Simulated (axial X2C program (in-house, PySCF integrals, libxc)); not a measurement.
Spin–orbit effects along a row: molecules with Nb (ions), PBE0

Computed with an in-house relativistic program for diatomic molecules, spin-free (one-electron X2C) or two-component (2c: spin–orbit coupling with atomic mean-field Coulomb and Gaunt terms, which also bring small scalar terms), in Dyall basis sets with cores contracted in-house; open shells are unrestricted.

Basis sets: B dyall-v3z, F dyall-av3z, Li dyall-cv3z, N dyall-av3z, Nb dyall-cv3z, O dyall-av3z.

```json
{"molecule": "LiNb⁺", "spin-free state": "M_S = 5/2, Λ = 2", "Re (Å)": "2.905", "ωe (cm⁻¹)": "238.2", "De (eV)": "1.00", "2c state": "Ω = 1/2", "Re 2c (Å)": "2.905", "ωe 2c (cm⁻¹)": "238.2", "De 2c (eV)": "n/a"}
{"molecule": "NbB⁺", "spin-free state": "M_S = 5/2, Λ = 0", "Re (Å)": "2.094", "ωe (cm⁻¹)": "578.1", "De (eV)": "3.02", "2c state": "Ω = 5/2", "Re 2c (Å)": "2.093", "ωe 2c (cm⁻¹)": "577.9", "De 2c (eV)": "n/a"}
{"molecule": "NbN⁺", "spin-free state": "M_S = 1/2, Λ = 2", "Re (Å)": "1.602", "ωe (cm⁻¹)": "1183.6", "De (eV)": "5.55", "2c state": "Ω = 3/2", "Re 2c (Å)": "1.602", "ωe 2c (cm⁻¹)": "1183.4", "De 2c (eV)": "n/a"}
{"molecule": "NbO⁺", "spin-free state": "M_S = 1, Λ = 0", "Re (Å)": "1.632", "ωe (cm⁻¹)": "1103.5", "De (eV)": "7.03", "2c state": "Ω = 1", "Re 2c (Å)": "1.632", "ωe 2c (cm⁻¹)": "1103.7", "De 2c (eV)": "n/a"}
{"molecule": "NbF⁺", "spin-free state": "M_S = 3/2, Λ = 0", "Re (Å)": "1.782", "ωe (cm⁻¹)": "750.4", "De (eV)": "5.26", "2c state": "Ω = 3/2", "Re 2c (Å)": "1.783", "ωe 2c (cm⁻¹)": "749.6", "De 2c (eV)": "n/a"}
```

(1) Work out the shifts from the spin-free to the two-component result.

Fragments in 2c: Nb + Li+, Nb+ + B, Nb+ + N, Nb+ + O, Nb+ + F. Each entry is the lowest single determinant of a limited PBE0 search at one distance. De goes to single-determinant-based atoms at the same level (for ions the charge split of lowest energy) and is withheld (n/a) where an atom does not fit its ground term or J level. Main or longest-lived isotopes. One determinant is a doubtful description, or other states lie close, for LiNb⁺, NbB⁺, NbN⁺, NbO⁺, NbF⁺; these need not be ground states, and all values refer to the states named. Some open-shell Ω = 0 determinants are out of reach, so the Ω given for NbO⁺ need not be the lowest component. With several unpaired electrons the Ω given is that of one determinant, not necessarily of the lowest component. The functionals have no current term, which raises determinants with orbital currents. Where the atoms have a lower orbital projection than the molecule, De at mean-field level may be about a tenth of an eV too small.

## Answers

(1) 

```csv
molecule,2c state,ΔRe (Å),Δωe (cm⁻¹),ΔDe (eV)
LiNb⁺,Ω = 1/2,0.000,0.0,n/a
NbB⁺,Ω = 5/2,-0.001,-0.2,n/a
NbN⁺,Ω = 3/2,0.000,-0.2,n/a
NbO⁺,Ω = 1,0.000,0.2,n/a
NbF⁺,Ω = 3/2,0.001,-0.8,n/a
```

Shifts of one unit in the last digit are rounding.
